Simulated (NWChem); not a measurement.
H4N (+1)

```xyz
5

N      0.0000     0.0000     0.0000
H      0.8428     0.0000     0.5960
H     -0.8428     0.0000     0.5960
H      0.0000     0.8428    -0.5960
H      0.0000    -0.8428    -0.5960
```
Charge +1, spin multiplicity 1.

All runs are NWChem calculations. The geometry was optimised at B3LYP/def2-SVP, a minimum by its harmonic frequencies.

Symmetry labels belong to the abelian group C2v used in the runs, with the axes of the coordinates shown; states degenerate in a higher group split over its labels.

The structure started from a generated list of species.

Question: List the lowest 3 singlet excitations that TD-PBE/aug-cc-pVDZ gives, with oscillator strengths.

Answer: 
```tsv
state	symmetry	energy (eV)	wavelength (nm)	f
1	b2	14.25	87	0.119
2	b1	14.25	87	0.119
3	a1	14.25	87	0.119
```
